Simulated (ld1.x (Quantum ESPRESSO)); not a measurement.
## Rb: one change to a TM potential, before and after

* Element: Rb (Z = 37)
* Generator: ld1.x (Quantum ESPRESSO) 7.5
* Type: norm-conserving Troullier–Martins (Kleinman–Bylander form)
* Functional: PBE
* Relativity: non-relativistic
* Frozen core: [Ar] 3d10 4s2
* Valence charge: 7
* Reference configuration: 4p6 5s1 5p0
* Partial waves: 5s (bound): rc 3.90 bohr; 4d channel at 0.05 Ry: rc 3.60 bohr; 4p (bound): rc 2.40 bohr
* Local potential: the p channel
* Core correction: none

Change: all radii scaled by about 0.93 (s 3.62, p 2.22, d 3.34 bohr).

Cutoffs: the cutoffs (Ry, on a coarse ladder) from which the occupation-weighted sum of valence levels, in a spherical-Bessel basis at the reference potential, stays within 10 and 1 mRy of its value at 400 Ry; they do not see the model core or the augmentation charge, which bear on the density cutoff. Errors are all-electron minus pseudo energies relative to the spin-unpolarised reference configuration.

Task: Predict the effect on cutoff, ghosts and configuration errors.

Result: The potential gets harder (15 Ry and 25 Ry → 15 Ry and 30 Ry); both files keep a bound ghost (s); of the 3 tests that both files solve, the error grows in 0 and shrinks in 1 by more than 15 % and 0.3 meV (median size 10.1 → 10.0 meV). A smaller radius makes the pseudo-wave follow the all-electron one further in, where it bends more sharply, so more plane waves are needed.

| quantity | base | changed |
| --- | --- | --- |
| cutoff, loose | 15 Ry | 15 Ry |
| cutoff, tight | 25 Ry | 30 Ry |
| bound ghosts | s | s |
| tests counted (converged, no solver errors) | 3 of 4 | 3 of 4 |
| error for 4p6 5s0 5p0, meV [ΔE 4.08 eV] | +10 | +10 |
| error for 4p6 5s0.5 5p0, meV [ΔE 1.55 eV] | +1.7 | +1.6 |
| error for 4p6 5s0 5p1, meV [ΔE 1.45 eV] | +14 | +11 |

Base: Tests not counted: 4p5 5s1 5p0 (solver errors, printed error -2.5 eV). ld1.x printed “convergence not achieved” for 1 of the counted tests; its residual had stalled under 1e-8, short of the target of 1e-14. Changed file: Tests not counted: 4p5 5s1 5p0 (solver errors, printed error -657 meV). ld1.x printed “convergence not achieved” for 1 of the counted tests; its residual had stalled under 1e-8, short of the target of 1e-14. A true bound ghost makes a file unfit for plane-wave use even where its test errors are small: the radial tests pick states by their node count and pass the ghost by. Where a test does run into it, the solver fails or the error is huge.
